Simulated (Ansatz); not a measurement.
CH3F2Si, SMILES `C[Si](F)F` radical at its PBE0-D4/def2-TZVP geometry, where that method's forces vanish. Charge 0, multiplicity 2.

```json
{"atom": "C1", "x (Å)": "-0.412", "y (Å)": "0.706", "z (Å)": "-0.042"}
{"atom": "Si2", "x (Å)": "0.105", "y (Å)": "-1.069", "z (Å)": "-0.243"}
{"atom": "F3", "x (Å)": "1.548", "y (Å)": "-1.108", "z (Å)": "-0.928"}
{"atom": "F4", "x (Å)": "0.284", "y (Å)": "-1.718", "z (Å)": "1.206"}
{"atom": "H5", "x (Å)": "-1.371", "y (Å)": "0.769", "z (Å)": "0.474"}
{"atom": "H6", "x (Å)": "-0.501", "y (Å)": "1.192", "z (Å)": "-1.016"}
{"atom": "H7", "x (Å)": "0.347", "y (Å)": "1.228", "z (Å)": "0.549"}
```

Task: For each bond, give half the difference of the two atoms' forces along it (eV/Å; positive pushes the atoms apart) under PBE-D4, r2SCAN-D4, B3LYP-D4, ωB97M-V in def2-TZVPP. (Estimate.)

Result: Ansatz gave: 
```json
{"bond": "C1–Si2", "length (Å)": "1.860", "PBE-D4": "-0.05", "r2SCAN-D4": "-0.04", "B3LYP-D4": "0.10", "ωB97M-V": "0.05"}
{"bond": "C1–H5", "length (Å)": "1.091", "PBE-D4": "0.09", "r2SCAN-D4": "-0.01", "B3LYP-D4": "-0.06", "ωB97M-V": "-0.06"}
{"bond": "C1–H6", "length (Å)": "1.091", "PBE-D4": "0.09", "r2SCAN-D4": "-0.01", "B3LYP-D4": "-0.06", "ωB97M-V": "-0.06"}
{"bond": "C1–H7", "length (Å)": "1.094", "PBE-D4": "0.10", "r2SCAN-D4": "0.01", "B3LYP-D4": "-0.05", "ωB97M-V": "-0.07"}
{"bond": "Si2–F3", "length (Å)": "1.598", "PBE-D4": "0.54", "r2SCAN-D4": "0.06", "B3LYP-D4": "0.18", "ωB97M-V": "0.17"}
{"bond": "Si2–F4", "length (Å)": "1.598", "PBE-D4": "0.54", "r2SCAN-D4": "0.06", "B3LYP-D4": "0.18", "ωB97M-V": "0.17"}
```

B3LYP here is the variant with VWN-RPA as its local correlation; programs differ in this.
